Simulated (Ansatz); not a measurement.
C4H15GeN3O (`C[NH][Ge]([NH]C)([NH]C)[O]C`), relaxed with RKS PBE0-D4/def2-TZVP in Ansatz 0.2.0 from a PBE-D4/def2-SVP geometry. The force threshold is 0.005 eV/Å; the program also tests the step.

Charge 0, multiplicity 1.

Start:

```xyz
24

C     2.047    1.839   -0.718
N     1.070    1.419    0.273
Ge   -0.057   -0.001   -0.045
N    -1.203    0.036    1.373
C    -2.138   -1.036    1.666
N     0.537   -1.731   -0.218
C     1.583   -2.252    0.645
O    -0.722    0.259   -1.707
C    -1.569    1.368   -1.927
H     1.623    1.687   -1.732
H     3.019    1.288   -0.684
H     2.279    2.924   -0.624
H     1.400    1.493    1.239
H    -1.488    0.962    1.699
H    -3.166   -0.871    1.259
H    -2.238   -1.207    2.763
H    -1.753   -1.975    1.219
H     0.630   -2.011   -1.199
H     1.602   -3.364    0.617
H     1.373   -1.970    1.699
H     2.619   -1.898    0.413
H    -1.031    2.344   -1.853
H    -2.423    1.408   -1.207
H    -1.995    1.292   -2.950
```

```csv
step,energy (eV),largest force (eV/Å),largest move (Å)
1,-67413.9932,0.646,0.000
2,-67414.0959,0.185,0.047
3,-67414.1084,0.053,0.023
4,-67414.1095,0.027,0.012
5,-67414.1100,0.135,0.098
6,-67414.1116,0.016,0.037
7,-67414.1118,0.011,0.023
8,-67414.1119,0.009,0.031
9,-67414.1119,0.004,0.015
10,-67414.1119,0.003,0.015
11,-67414.1119,0.002,0.008
```

End:

```xyz
24

C     2.037    1.773   -0.754
N     1.033    1.420    0.228
Ge   -0.068   -0.010   -0.051
N    -1.148    0.001    1.404
C    -2.135   -1.032    1.638
N     0.585   -1.694   -0.244
C     1.595   -2.200    0.660
O    -0.806    0.232   -1.652
C    -1.596    1.374   -1.869
H     1.618    1.664   -1.757
H     2.947    1.158   -0.711
H     2.336    2.820   -0.642
H     1.360    1.509    1.178
H    -1.435    0.916    1.716
H    -3.104   -0.835    1.161
H    -2.310   -1.168    2.711
H    -1.762   -1.979    1.244
H     0.730   -1.960   -1.206
H     1.639   -3.293    0.615
H     1.331   -1.936    1.687
H     2.608   -1.816    0.473
H    -1.052    2.303   -1.653
H    -2.507    1.366   -1.256
H    -1.896    1.388   -2.920
```

It took 34 s on 4 threads of an AMD EPYC 7R13 on a shared host and a share of an NVIDIA H100 80 GB, with 1.1 GiB of host memory at the peak.
